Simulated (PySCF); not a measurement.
# Telling isomers of C7H11FO apart by NMR

Method: NMR shieldings at PBE0/pcSseg-1/GIAO, geometry from GFN2-xTB, in PySCF 2.14 (one averaged value for each set of equivalent atoms, no solvent, no relativistic terms, a single conformation).

Shifts are taken against calculated references (same method and geometry level): $^{1}$H (31.72 ppm), $^{13}$C (186.93 ppm) against TMS. Splittings of carbon signals by F and P are missing where no couplings were computed. Where no couplings were computed, multiplicities follow the n + 1 count of equivalent neighbours, and m marks all less simple cases (inequivalent or close neighbours, rings, F or P nearby). Shifts are as computed. Against solution values, carbons near 30 ppm lie about +3 ppm off and those near 130 ppm about +5 ppm. Of 1309 compounds with measured shifts, 239 miss one by over three times the rms of a fit or turn the order of signals round; such compounds aren't used in these exercises.

(1) Tabulate the signals of `CO[C@@H]1C=CCC[C@H]1F`, `CC(C)OC1=C(CF)C1`, `C[C@@H]1C[C@@]12COC[C@H]2F`, `C[C@@H]1[C@H](F)[C@]12CCCO2` and their relative energies.

(2) What is the quickest way to tell CO[C@@H]1C=CCC[C@H]1F from CC(C)OC1=C(CF)C1?

(3) What is the quickest way to tell CC(C)OC1=C(CF)C1 from C[C@@H]1C[C@@]12COC[C@H]2F?

(4) What is the quickest way to tell CO[C@@H]1C=CCC[C@H]1F from C[C@@H]1C[C@@]12COC[C@H]2F?

Results:

(1) 
```tsv
SMILES	carbon types	δC	δH	E rel. (kcal/mol)
CO[C@@H]1C=CCC[C@H]1F	4×CH 2×CH2 1×CH3	136.9, 135.7, 100.4, 84.9, 61.6, 32.1, 28.6	5.97 (m, 1H), 5.83 (m, 1H), 4.79 (m, 1H), 4.07 (m, 1H), 3.78 (s, 3H), 2.28 (m, 1H), 2.16 (m, 1H), 2.05 (m, 1H), 1.77 (m, 1H)	0.0
CC(C)OC1=C(CF)C1	2×C 1×CH 2×CH2 2×CH3	149.2, 79.9, 78.5, 76.1, 23.6, 18.5	5.61 (m, 2H), 4.39 (sept, 1H), 1.71 (s, 2H), 1.45 (d, 6H)	44.4
C[C@@H]1C[C@@]12COC[C@H]2F	1×C 2×CH 3×CH2 1×CH3	103.8, 80.7, 79.5, 34.5, 27.7, 19.6, 17.6	5.04 (m, 1H), 4.76 (m, 1H), 4.20 (m, 1H), 4.14 (m, 1H), 3.43 (m, 1H), 1.39 (d, 3H), 0.95 (m, 1H), 0.84 (m, 1H), 0.45 (m, 1H)	5.9
C[C@@H]1[C@H](F)[C@]12CCCO2	1×C 2×CH 3×CH2 1×CH3	77.8, 72.9, 70.9, 30.8, 25.4, 23.5, 8.9	4.50 (m, 1H), 4.26 (m, 1H), 3.94 (m, 1H), 2.13 (m, 1H), 2.07 (m, 1H), 1.90 (m, 1H), 1.84 (m, 1H), 1.19 (m, 1H), 1.11 (m, 3H)	7.1
```

Energies are electronic energies at PBE0/pcSseg-1 on these geometries, without zero-point or thermal terms, each for the one conformer computed, which needn't be the lowest.

(2) Count the carbon signals: 7 against 6. The first has an alkene CH at 136.9 ppm, the second an alkene carbon bearing oxygen (C) at 149.2 ppm.

(3) Count the carbon signals: 6 against 7. The first has an alkene carbon bearing oxygen (C) at 149.2 ppm, the second a three-membered-ring carbon (CH) at 17.6 ppm. Their most deshielded carbons lie at 149.2 and 103.8 ppm. In the proton spectra the most deshielded non-exchanging signals are 5.61 (m, 2H) and 5.04 (m, 1H).

(4) Both give the same number of carbon signals, but DEPT or the intensities differ. The first has a methyl carbon bonded to O (CH3) at 61.6 ppm, the second a three-membered-ring carbon (C) at 34.5 ppm. Their most deshielded carbons lie at 136.9 and 103.8 ppm. In the proton spectra the most deshielded non-exchanging signals are 5.97 (m, 1H) and 5.04 (m, 1H).
